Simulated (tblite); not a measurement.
Record of a relaxation.

Compound: C2H16BNSi4.
Atom-mapped SMILES: `[CH3:1][BH:2][Si@H:3]([NH2:4])[SiH2:5][SiH2:6][CH2:7][SiH3:8]` (hydrogens: H9, H10, H11 on C1; H12 on B2; H13 on Si3; H14, H15 on N4; H16, H17 on Si5; H18, H19 on Si6; H20, H21 on C7; H22, H23, H24 on Si8)

Computed with GFN2-xTB (tblite), gas phase: L-BFGS steps from a force-field or distance-geometry start until the largest atomic force falls under 0.01 eV/Å. 7 of its 142 geometries are shown.

Step 0: E = -637.6772 eV, largest atomic force 1.751 eV/Å
```
atom  x, y, z in Å  |  force x, y, z in eV/Å
C1      3.593    1.841   -0.576   -1.104   0.496  -0.278
B2      2.458    1.341    0.423    1.046   0.033   0.503
Si3     1.948   -0.536    0.552    1.177   0.444  -0.626
N4      2.337   -1.443   -0.925   -0.194  -1.232   0.787
Si5    -0.215   -0.583    1.084   -0.381   0.291   1.057
Si6    -1.552   -1.099   -0.618   -0.395  -0.658  -0.735
C7     -3.303   -0.888    0.013   -0.372  -0.725   0.687
Si8    -3.669    0.911    0.400   -0.356   0.375   0.093
H9      3.749    2.936   -0.513    0.348  -0.710  -0.030
H10     4.498    1.266   -0.358   -0.131   0.388  -0.166
H11     3.301    1.626   -1.625    0.361  -0.022   0.550
H12     2.189    2.007    1.379   -0.051  -0.033  -0.532
H13     2.656   -1.155    1.692    0.138  -0.129  -0.004
H14     1.478   -1.828   -1.385    1.347   0.157   0.480
H15     2.988   -2.218   -0.624   -1.126   0.888  -1.005
H16    -0.581    0.779    1.550    0.001  -0.263   0.117
H17    -0.396   -1.503    2.209   -0.208   0.032   0.202
H18    -1.383   -2.497   -1.078   -0.021   0.144  -0.121
H19    -1.410   -0.201   -1.761    0.082  -0.051  -0.262
H20    -4.005   -1.253   -0.737   -0.071  -0.125   0.237
H21    -3.421   -1.493    0.954   -0.085   0.383  -0.975
H22    -3.356    1.171    1.818   -0.076   0.069  -0.246
H23    -2.802    1.701   -0.496   -0.259   0.131   0.178
H24    -5.111    1.138    0.129    0.330   0.118   0.088
```

Step 24: E = -638.2902 eV, largest atomic force 0.115 eV/Å
```
atom  x, y, z in Å  |  force x, y, z in eV/Å
C1      3.646    1.870   -0.605   -0.019   0.015  -0.045
B2      2.719    1.322    0.542    0.017   0.030  -0.029
Si3     2.112   -0.536    0.698   -0.022   0.011  -0.094
N4      2.358   -1.436   -0.786    0.006  -0.010   0.046
Si5    -0.179   -0.648    1.150   -0.033   0.042   0.044
Si6    -1.598   -1.175   -0.606   -0.012  -0.036   0.025
C7     -3.395   -0.883   -0.037    0.001  -0.037  -0.026
Si8    -3.784    0.926    0.383   -0.015  -0.004  -0.008
H9      3.764    2.952   -0.605    0.036  -0.016  -0.014
H10     4.644    1.431   -0.547   -0.035  -0.005   0.068
H11     3.281    1.579   -1.590   -0.061  -0.047   0.010
H12     2.307    2.100    1.323    0.055  -0.010   0.052
H13     2.827   -1.294    1.757   -0.031  -0.013   0.011
H14     1.559   -1.740   -1.321    0.063  -0.005   0.045
H15     3.058   -2.159   -0.793   -0.011   0.037  -0.051
H16    -0.608    0.683    1.645    0.043  -0.107   0.003
H17    -0.516   -1.535    2.289    0.060   0.059  -0.064
H18    -1.499   -2.563   -1.113   -0.006   0.077   0.049
H19    -1.389   -0.341   -1.806    0.016  -0.040   0.028
H20    -4.085   -1.244   -0.798   -0.018   0.020  -0.035
H21    -3.584   -1.489    0.850    0.001  -0.033  -0.024
H22    -3.449    1.171    1.785    0.006   0.038   0.012
H23    -2.997    1.810   -0.480   -0.014   0.047  -0.006
H24    -5.205    1.218    0.176   -0.030  -0.014   0.001
```

Step 47: E = -638.3743 eV, largest atomic force 0.154 eV/Å
```
atom  x, y, z in Å  |  force x, y, z in eV/Å
C1      3.605    1.800   -0.665    0.036   0.000  -0.037
B2      2.906    1.304    0.644   -0.050   0.033   0.022
Si3     2.141   -0.493    0.727    0.026  -0.028   0.092
N4      2.397   -1.302   -0.800   -0.058  -0.003  -0.001
Si5    -0.148   -0.636    1.189    0.045  -0.064  -0.133
Si6    -1.643   -1.182   -0.501   -0.024   0.024  -0.047
C7     -3.488   -0.810   -0.155    0.027  -0.023   0.007
Si8    -3.949    0.959    0.355   -0.004  -0.036  -0.002
H9      3.666    2.878   -0.792   -0.044   0.036  -0.001
H10     4.636    1.442   -0.625    0.064  -0.021  -0.009
H11     3.181    1.361   -1.564   -0.004   0.013  -0.056
H12     2.854    2.045    1.556    0.002  -0.047   0.031
H13     2.800   -1.310    1.796   -0.056   0.003  -0.042
H14     1.673   -1.866   -1.218    0.055  -0.029   0.092
H15     3.291   -1.744   -0.943   -0.039   0.038  -0.077
H16    -0.568    0.619    1.830   -0.043   0.063   0.028
H17    -0.292   -1.623    2.273   -0.073  -0.017   0.048
H18    -1.583   -2.616   -0.861    0.005   0.019   0.043
H19    -1.329   -0.507   -1.776    0.018   0.036   0.044
H20    -4.059   -1.068   -1.051    0.031   0.003   0.039
H21    -3.840   -1.488    0.625    0.021   0.001  -0.013
H22    -3.538    1.206    1.740    0.034   0.004  -0.050
H23    -3.318    1.927   -0.548    0.005  -0.008   0.024
H24    -5.407    1.125    0.273    0.026   0.003  -0.002
```

Step 70: E = -638.4568 eV, largest atomic force 0.066 eV/Å
```
atom  x, y, z in Å  |  force x, y, z in eV/Å
C1      3.581    1.783   -0.679   -0.004   0.005   0.002
B2      2.951    1.230    0.650   -0.015   0.012  -0.004
Si3     2.104   -0.524    0.772   -0.003   0.003   0.015
N4      2.214   -1.320   -0.775   -0.065  -0.008   0.011
Si5    -0.187   -0.595    1.218    0.008  -0.028  -0.006
Si6    -1.599   -1.149   -0.531    0.010   0.014  -0.004
C7     -3.447   -0.832   -0.169   -0.009   0.006  -0.009
Si8    -3.900    0.939    0.332   -0.009   0.010   0.010
H9      3.538    2.868   -0.772   -0.004   0.006   0.000
H10     4.645    1.529   -0.661   -0.010   0.001  -0.004
H11     3.177    1.349   -1.591   -0.012  -0.028   0.019
H12     3.018    1.925    1.597   -0.004  -0.036   0.009
H13     2.729   -1.374    1.830    0.031   0.000   0.002
H14     1.772   -2.216   -0.907    0.011   0.026   0.015
H15     3.101   -1.321   -1.250    0.035  -0.009  -0.025
H16    -0.614    0.678    1.831    0.005   0.011  -0.012
H17    -0.448   -1.559    2.307    0.024   0.016   0.024
H18    -1.490   -2.573   -0.902   -0.007  -0.015  -0.004
H19    -1.276   -0.422   -1.768   -0.013   0.025  -0.018
H20    -4.030   -1.105   -1.050    0.007  -0.009  -0.008
H21    -3.773   -1.506    0.624    0.021  -0.004  -0.005
H22    -3.404    1.207    1.683    0.002   0.012   0.004
H23    -3.314    1.904   -0.603   -0.010  -0.011  -0.009
H24    -5.359    1.103    0.323    0.011   0.002  -0.003
```

Step 94: E = -638.4635 eV, largest atomic force 0.051 eV/Å
```
atom  x, y, z in Å  |  force x, y, z in eV/Å
C1      3.527    1.774   -0.664   -0.009  -0.005   0.001
B2      2.940    1.206    0.677   -0.006   0.010   0.009
Si3     2.121   -0.559    0.788    0.051   0.000   0.007
N4      2.192   -1.336   -0.771   -0.018   0.014  -0.008
Si5    -0.169   -0.590    1.223   -0.001  -0.001   0.010
Si6    -1.570   -1.125   -0.541    0.010   0.000   0.009
C7     -3.418   -0.833   -0.165   -0.010   0.005   0.001
Si8    -3.885    0.939    0.320   -0.018   0.019  -0.007
H9      3.454    2.855   -0.768   -0.004   0.016   0.014
H10     4.596    1.546   -0.662    0.010   0.008  -0.016
H11     3.117    1.318   -1.562   -0.007  -0.015  -0.010
H12     3.017    1.889    1.632    0.002  -0.019  -0.007
H13     2.794   -1.422    1.807   -0.035   0.007   0.012
H14     1.754   -2.235   -0.886    0.005  -0.013  -0.020
H15     3.063   -1.330   -1.276    0.004  -0.009   0.007
H16    -0.581    0.718    1.772    0.015   0.001   0.014
H17    -0.449   -1.500    2.351   -0.005   0.002   0.012
H18    -1.452   -2.538   -0.954    0.003   0.001  -0.006
H19    -1.266   -0.347   -1.753    0.000  -0.006  -0.011
H20    -4.004   -1.127   -1.037   -0.009   0.009  -0.008
H21    -3.730   -1.501    0.640    0.026  -0.020   0.006
H22    -3.377    1.244    1.658    0.010   0.001  -0.016
H23    -3.339    1.891   -0.651    0.006  -0.003   0.004
H24    -5.346    1.082    0.330   -0.021  -0.002   0.003
```

Step 118: E = -638.4726 eV, largest atomic force 0.051 eV/Å
```
atom  x, y, z in Å  |  force x, y, z in eV/Å
C1      3.376    1.750   -0.650   -0.004  -0.004   0.009
B2      3.005    1.095    0.728    0.013  -0.016   0.005
Si3     2.176   -0.662    0.828   -0.033   0.028  -0.005
N4      2.199   -1.380   -0.760   -0.011   0.005  -0.004
Si5    -0.115   -0.532    1.263    0.001   0.007   0.006
Si6    -1.491   -1.028   -0.531   -0.039  -0.027  -0.018
C7     -3.354   -0.813   -0.176   -0.011  -0.001   0.008
Si8    -3.913    0.945    0.260    0.010  -0.001   0.000
H9      3.150    2.814   -0.701    0.004   0.008  -0.005
H10     4.459    1.673   -0.774    0.009   0.015  -0.005
H11     2.927    1.263   -1.513   -0.008   0.014  -0.008
H12     3.203    1.730    1.697    0.009  -0.005   0.009
H13     2.776   -1.594    1.826    0.011   0.000   0.000
H14     1.738   -2.260   -0.921    0.000   0.000   0.019
H15     3.061   -1.364   -1.282    0.010  -0.025   0.001
H16    -0.447    0.810    1.784    0.010   0.007  -0.017
H17    -0.475   -1.382    2.415    0.000  -0.028   0.007
H18    -1.333   -2.429   -0.979    0.015   0.023  -0.004
H19    -1.198   -0.208   -1.718    0.010  -0.007  -0.005
H20    -3.920   -1.154   -1.045    0.002   0.005   0.001
H21    -3.633   -1.480    0.640    0.004   0.002   0.008
H22    -3.314    1.357    1.530    0.013   0.005   0.000
H23    -3.516    1.873   -0.802    0.010   0.008  -0.005
H24    -5.373    0.995    0.389   -0.026  -0.012   0.001
```

Step 141: E = -638.4781 eV, largest atomic force 0.008 eV/Å
```
atom  x, y, z in Å  |  force x, y, z in eV/Å
C1      3.306    1.779   -0.632    0.000   0.004  -0.003
B2      3.079    1.039    0.735    0.000  -0.001   0.000
Si3     2.193   -0.690    0.835   -0.004  -0.001   0.002
N4      2.188   -1.438   -0.740    0.004  -0.002   0.001
Si5    -0.097   -0.508    1.254   -0.001  -0.001  -0.003
Si6    -1.465   -0.986   -0.553   -0.003   0.005   0.003
C7     -3.326   -0.807   -0.174   -0.002   0.000   0.001
Si8    -3.920    0.948    0.228   -0.004  -0.005  -0.003
H9      2.995    2.824   -0.596   -0.002   0.000  -0.004
H10     4.378    1.806   -0.844   -0.003  -0.001   0.000
H11     2.822    1.310   -1.486    0.005   0.004  -0.001
H12     3.411    1.609    1.709    0.001  -0.003   0.004
H13     2.768   -1.627    1.843    0.003  -0.005   0.005
H14     1.672   -2.293   -0.873    0.003   0.000  -0.002
H15     3.059   -1.505   -1.242    0.004   0.000  -0.002
H16    -0.401    0.843    1.766   -0.003   0.007   0.000
H17    -0.486   -1.355    2.400    0.002  -0.002   0.003
H18    -1.277   -2.373   -1.029   -0.003  -0.002  -0.005
H19    -1.186   -0.142   -1.725    0.001  -0.002  -0.003
H20    -3.899   -1.180   -1.024    0.000  -0.001   0.002
H21    -3.574   -1.460    0.664   -0.001   0.001   0.002
H22    -3.269    1.431    1.448    0.003  -0.002   0.002
H23    -3.610    1.850   -0.884    0.002   0.000  -0.002
H24    -5.374    0.945    0.430   -0.001   0.004   0.003
```

**Question.** Summarise the path.

**Answer.** The energy falls by 77.27 kJ/mol from step 0 to step 141; nine tenths of that is first reached at step 52. It falls at every step. The largest force goes from 1.751 to 0.008 eV/Å. Among the bonds Si3–Si5 changes most, from 2.228 to 2.335 Å; the atoms move by 0.566 Å rms after alignment.

What follows is the cost of the whole relaxation. On Intel Xeon at 2.50 GHz, one thread, shared host with 64 logical CPUs at a one-minute load of 62, this took 4.7 s of wall time.
